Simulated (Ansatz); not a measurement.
H3OSi (SMILES [OH+]=[SiH2]), charge +1, singlet, geometry from GFN2-xTB; SVWN5/6-311G** (Ansatz, an electronic-structure program).

Input for Ansatz:
Ansatz 0.2 input:
```yaml
crystal:
  periodic: [false, false, false]
  atoms:
    - {symbol: O, position_ang: [0.96806077, -0.29274694, -0.01801030]}
    - {symbol: Si, position_ang: [-0.52671752, 0.13783196, 0.00849571]}
    - {symbol: H, position_ang: [1.90715119, -0.08140312, -0.00537859]}
    - {symbol: H, position_ang: [-0.91460201, 1.53346203, 0.09340103]}
    - {symbol: H, position_ang: [-1.36299003, -1.03973089, -0.06287995]}
basis:
  gaussian:
    orbitals: 6-311G__.json
    occupation: {up: {"A'": 11, "A''": 1}, down: {"A'": 11, "A''": 1}}
hamiltonian:
  xc: {name: SVWN5}
total_charge: 1
```
The basis file holds 6-311G** in the JSON format of the Basis Set Exchange.

**Question.** Write the output that Ansatz gives for this input, abridged.

**Answer.** 
```
Functional definition: SVWN5
the irreps are read with x along [1.000, 0.000, -0.000], y along [-0.000, 0.998, 0.061] and z along [0.000, -0.061, 0.998] of the geometry given
519 factors; their error is unknown
mean field evaluation 1: about -9891.0796 eV, gradient 3.7e1 eV
mean field evaluation 2: about -9894.6662 eV, gradient 5.2e0 eV
mean field evaluation 4: about -9894.8862 eV, gradient 4.9e-3 eV
mean field evaluation 8: about -9894.8643 eV, gradient 2.6e-6 eV
mean field -9894.86426581 eV, -363.6295547885 hartree, gradient 2.6e-6 eV, S^2 0.000000; 0 other end points of the search recorded, 0 dependent functions left out
reference -9894.86430055 eV, -363.6295560653 hartree; 12, 12 occupied and 51, 51 virtual orbitals, 519 factors
Total energy: -9894.86430055 eV, -363.6295560653 hartree
```
